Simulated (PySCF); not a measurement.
PbCl, SMILES [Cl][Pb+] (connectivity only; charge and spin as stated), charge +1, multiplicity 1. Atoms are numbered in the order given.

```xyz
2

Pb     0.0000     0.0000    -0.4075
Cl     0.0000     0.0000     1.9654
```
Charge +1, spin multiplicity 1.

Coordinates come from a B3LYP-D3(BJ)/def2-TZVP optimisation. The spin state was assumed, not searched. The def2 effective core potentials stand for the cores of Pb; spin–orbit coupling is left out.

Computed with PySCF 2.14.0 with TDDFT-PBE/def2-TZVPD.

Vertical excitations; the highest root listed may be one member of a degenerate set. The molecule is in vacuum. State labels are in the subgroup C2v.

```csv
state,symmetry,energy (eV),λ (nm),f,main pairs
S1,A2,3.78,328,0.000,"HOMO→LUMO 50 %, HOMO−1→LUMO+1 50 %"
S2,A1,3.91,317,0.000,"HOMO−1→LUMO, HOMO→LUMO+1 (degenerate set)"
S3,A2,3.91,317,0.000,"HOMO−1→LUMO+1, HOMO→LUMO (degenerate set)"
S4,B1,4.43,280,0.012,HOMO−2→LUMO (degenerate set)
S5,B2,4.43,280,0.012,HOMO−2→LUMO+1 (degenerate set)
S6,A1,4.84,256,0.063,"HOMO→LUMO+1 45 %, HOMO−1→LUMO 45 %, HOMO−2→LUMO+2 11 %"
S7,B2,6.56,189,0.006,HOMO→LUMO+2 (degenerate set)
S8,B1,6.56,189,0.006,HOMO−1→LUMO+2 (degenerate set)
S9,A1,8.58,144,1.275,HOMO−2→LUMO+2 82 %
S10,B1,9.04,137,0.083,HOMO−1→LUMO+3 99 %
T1,A1,3.44,360,0,"HOMO−1→LUMO 50 %, HOMO→LUMO+1 50 %"
T2,A1,3.58,347,0,"HOMO→LUMO+1, HOMO−1→LUMO (degenerate set)"
T3,A2,3.58,347,0,"HOMO→LUMO, HOMO−1→LUMO+1 (degenerate set)"
T4,A2,3.78,328,0,"HOMO−1→LUMO+1 50 %, HOMO→LUMO 50 %"
```
Triplets are in the Tamm–Dancoff approximation, which puts them higher than full response would, so one can lie above its singlet here.
